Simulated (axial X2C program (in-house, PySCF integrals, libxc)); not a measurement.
NaCo with a deliberately poor setting

Computed with an in-house all-electron X2C program for linear molecules (integrals from PySCF).

The run was started with this input:
```json
{"zs": [27, 11], "q": 0, "bas": ["dyall-v3z", "dyall-v3z"], "levels": ["PBE0", "HF", "B97-3", "PW91"], "cc": false, "r0": 2.66, "npts": 10, "nst": 2, "ntry": 6, "opt": {"nrad": 45, "nth": 14}}
```
```bash
python so2c.py task.json out
```

Keys: zs atomic numbers; q charge; bas basis sets; levels methods; cc coupled cluster on or off; r0 starting distance in Å; npts points on the curve; nst determinants followed; ntry starts of the search; nrad radial grid points; nth angular grid points. HF also brings MP2.

Problem. One numerical setting was spoiled on purpose. Which, and what came out?

Solution. Integration grid too coarse. The grid acts on the functional rows and the state search only. States: spin-free M_S = 1, Λ = 0; 2c Ω = 3. The apparent results, which are not to be taken for properties of NaCo:

| Hamiltonian | level | points converged | Re (Å) | ωe (cm⁻¹) | De (eV) | curve-fit residual (μEh) |
| --- | --- | --- | --- | --- | --- | --- |
| spin-free | PBE0 | 10 of 10 | 2.747 | 182 | 0.76 | 10 |
| spin-free | HF | 10 of 10 | 3.084 | 105 | -2.07 | 0.063 |
| spin-free | MP2 | 10 of 10 | 2.637 | 223 | 0.47 | 0.51 |
| spin-free | B97-3 | 10 of 10 | 2.764 | 183 | 0.76 | 11 |
| spin-free | PW91 | 10 of 10 | 2.729 | 176 | 1.32 | 14 |
| 2c | PBE0 | 10 of 10 | 2.614 | 119 | 0.97 | 7.7 |
| 2c | HF | 10 of 10 | 2.987 | 114 | -1.73 | 0.021 |
| 2c | MP2 | 10 of 10 | 2.566 | 227 | 0.82 | 0.45 |
| 2c | B97-3 | 10 of 10 | 2.671 | 112 | 0.97 | 9.7 |
| 2c | PW91 | 10 of 10 | 2.540 | 197 | 1.49 | 9.3 |
